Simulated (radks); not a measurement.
Question: Species: Ce0.75+. Configuration: [Xe] 4f(up 0.5, down 0.5) 5d(up 0.5, down 0.5) 6s(up 1, down 0.25) (fractional occupations, a model configuration). All-electron calculation, scalar-relativistic Kohn-Sham, BLYP, spin-polarised, spherical densities, point nucleus. Program: a radial shooting solver on a logarithmic mesh with Libxc functionals. Some entries of the table are withheld. Estimate them.

orbital  occ.  eigenvalue (hartree)  <1/r> (bohr^-1)  <r> (bohr)
1s up       1             -1480.291            63.35     0.02457
1s down     1             -1480.291            63.35     0.02457
2s up       1             -237.1440            14.60      0.1052
2s down     1             -237.1439            14.60      0.1052
2p up       3             -212.4097            13.83     0.09236
2p down     3             -212.4095            13.83     0.09236
3s up       1             -51.17448            5.299      0.2787
3s down     1             -51.17424            5.299      0.2787
3p up       3             -43.30999            5.018      0.2767
3p down     3             -43.30975            5.018      0.2767
3d up       5             -32.13654            4.760      0.2536
3d down     5             -32.13632            4.760      0.2536
4s up       1             -10.46970            2.212      0.6373
4s down     1             -10.46925            2.212      0.6373
4p up       3              -7.90263            2.040      0.6749
4p down     3              -7.90213            2.040      0.6749
4d up       5              -4.20943            1.778      0.7445
4d down     5              -4.20878            1.778      0.7444
5s up       1              -1.64354           0.8740       1.516
5s down     1              -1.64211           0.8742       1.515
5p up       3              -1.00397           0.7440         (1)
5p down     3              -1.00195           0.7451         (2)
4f up     0.5              -0.34954            1.209       1.103
4f down   0.5              -0.34825            1.211       1.099
6s up       1              -0.27008           0.3116         (3)
5d up     0.5                   (4)           0.4650       2.801
6s down  0.25              -0.25815           0.3102         (5)
5d down   0.5                   (6)           0.4700       2.775

Answer: 
(1) 5p up <r> (bohr): 1.760
(2) 5p down <r> (bohr): 1.757
(3) 6s up <r> (bohr): 4.041
(4) 5d up eigenvalue (hartree): -0.25870
(5) 6s down <r> (bohr): 4.071
(6) 5d down eigenvalue (hartree): -0.25138
